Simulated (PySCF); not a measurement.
# `[C-]#[N+]c1ccccc1`: 4 charge schemes on one density

Compound: C7H5N.
Structure used (PBE0-D3(BJ)/def2-TZVP), in Å, numbered top down from 1:
```xyz
13
C7H5N angstrom
C      3.5960    0.1293   -0.0267
N      2.4286    0.0889   -0.0190
C      1.0522    0.0378   -0.0087
C      0.4108   -1.1957    0.0244
C     -0.9726   -1.2389    0.0346
C     -1.7113   -0.0644    0.0120
C     -1.0615    1.1613   -0.0211
C      0.3212    1.2208   -0.0316
H      1.0025   -2.1020    0.0419
H     -1.4762   -2.1977    0.0605
H     -2.7938   -0.1046    0.0200
H     -1.6347    2.0804   -0.0388
H      0.8442    2.1682   -0.0574
```

Density: PBE0/pcSseg-2 (PySCF); schemes: Mulliken, IAO, Hirshfeld and ESP-fitted. Geometry: PBE0-D3(BJ)/def2-TZVP; no solvent, vibrations or thermal averaging.

Task: For which atoms does the sign change between the 4 schemes (beyond +0.03 e in one, beyond −0.03 e in another)?

Result: C1 and N2. Atomic charges aren't observables, and each scheme defines them in its own way.

Task: Do the Mulliken, IAO, Hirshfeld and ESP-fitted schemes agree on where the charge is highest?

Result: The schemes don't all agree: Mulliken C3 (+0.273); IAO H9 and H13 (+0.173); Hirshfeld H9 and H13 (+0.064); ESP-fitted N2 (+0.403).

Task: Tabulate the Mulliken, IAO, Hirshfeld and ESP-fitted charges.

Result: In e:

```csv
atom,environment,Mulliken,IAO,Hirshfeld,ESP-fitted
C1,isocyanide carbon,+0.104,-0.077,-0.089,-0.449
N2,isocyanide nitrogen,-0.417,-0.103,-0.068,+0.403
C3,aromatic carbon bearing nitrogen,+0.273,+0.087,+0.060,+0.005
C4,aromatic CH carbon,-0.059,-0.153,-0.043,-0.191
C5,aromatic CH carbon,-0.020,-0.145,-0.041,-0.068
C6,aromatic CH carbon,+0.004,-0.147,-0.043,-0.166
C7,aromatic CH carbon,-0.020,-0.145,-0.041,-0.068
C8,aromatic CH carbon,-0.059,-0.153,-0.043,-0.175
H9,aromatic hydrogen,+0.046,+0.173,+0.064,+0.160
H10,aromatic hydrogen,+0.033,+0.164,+0.060,+0.128
H11,aromatic hydrogen,+0.034,+0.162,+0.059,+0.141
H12,aromatic hydrogen,+0.033,+0.164,+0.060,+0.127
H13,aromatic hydrogen,+0.046,+0.173,+0.064,+0.152
```

Mean size of the charges over all atoms: ESP-fitted 0.172 e, IAO 0.142 e, Mulliken 0.088 e, Hirshfeld 0.056 e. Each set sums to the total charge, 0, to within 0.001 e. The ESP scheme is a least-squares fit of atom-centred charges to the potential on four shells outside the van der Waals surface, with the total charge fixed.

Task: How many electrons does the Hirshfeld scheme count on C6?

Result: Z − q = 6 − (-0.043) ≈ 6.042.

Task: Sum the charges by element, for elements with more than one atom.

Result: 
```
element  atoms  Mulliken     IAO  Hirshfeld  ESP-fitted
      C      7    +0.223  -0.733     -0.240      -1.111
      H      5    +0.194  +0.836     +0.307      +0.708
```

These values come from a run that also computed NMR shieldings. The run took 37 s wall, 87 s CPU (grids of density and orbitals included) on an Intel Xeon 6975P-C with 2 threads, shared host with 192 logical CPUs at a one-minute load of 116, and the process peaked at 2.5 GiB of memory.
